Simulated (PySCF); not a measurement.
4-fluoro-2,3-dihydrofuran (C₄H₅FO), SMILES FC1=COCC1. Atoms are numbered in the order given.

```xyz
11

F      0.0126    -2.1157     0.0000
C     -0.0369    -0.7748     0.0000
C     -1.1403    -0.0006     0.0000
O     -0.8704     1.3410     0.0000
C      0.5785     1.4876     0.0000
C      1.2073     0.0696     0.0000
H     -2.1998    -0.2842     0.0000
H      0.8575     2.0766     0.8978
H      0.8575     2.0766    -0.8978
H      1.8416    -0.1230     0.8931
H      1.8416    -0.1230    -0.8931
```
Charge 0, spin multiplicity 1.

The structure is a stationary point at PBE-D3(BJ)/def2-SVP. The geometry has at least one imaginary mode, so it is a saddle point at that level. The values are those of a single conformer.

Two levels are set side by side: PBE/pcSseg-1 (PySCF) and KT2/pcSseg-1 (PySCF). GIAO shifts against CFCl3 (¹⁹F), H2O (¹⁷O), TMS (¹H), TMS (¹³C) at the same level; non-relativistic, no solvent, atoms listed together averaged. Differences are taken from unrounded values.

| quantity | PBE |
|---|---|
| δ(¹⁹F) of F1 (ppm) | -206.0 |
| δ(¹³C) of C2 (ppm) | 157.5 |
| δ(¹³C) of C3 (ppm) | 136.0 |
| δ(¹⁷O) of O4 (ppm) | 94.0 |
| δ(¹³C) of C5 (ppm) | 77.2 |
| δ(¹³C) of C6 (ppm) | 36.6 |
| δ(¹H) of H7 (ppm) | 6.62 |
| δ(¹H) of H8, H9 (ppm) | 4.95 |
| δ(¹H) of H10, H11 (ppm) | 3.51 |

These are the PBE values. What does KT2 give? (The exact figures need the calculation; the answer reports its results.)


```
quantity                    KT2  PBE minus KT2
-----------------------  ------  -------------
δ(¹⁹F) of F1 (ppm)       -218.8           12.8
δ(¹³C) of C2 (ppm)        151.0            6.5
δ(¹³C) of C3 (ppm)        129.4            6.5
δ(¹⁷O) of O4 (ppm)         82.5           11.5
δ(¹³C) of C5 (ppm)         74.6            2.6
δ(¹³C) of C6 (ppm)         35.2            1.4
δ(¹H) of H7 (ppm)          6.72          -0.10
δ(¹H) of H8, H9 (ppm)      4.89           0.06
δ(¹H) of H10, H11 (ppm)    3.49           0.02
```

Rough cost on one machine, each run with all the roots and properties that it gave: KT2 against PBE within a factor of 2.
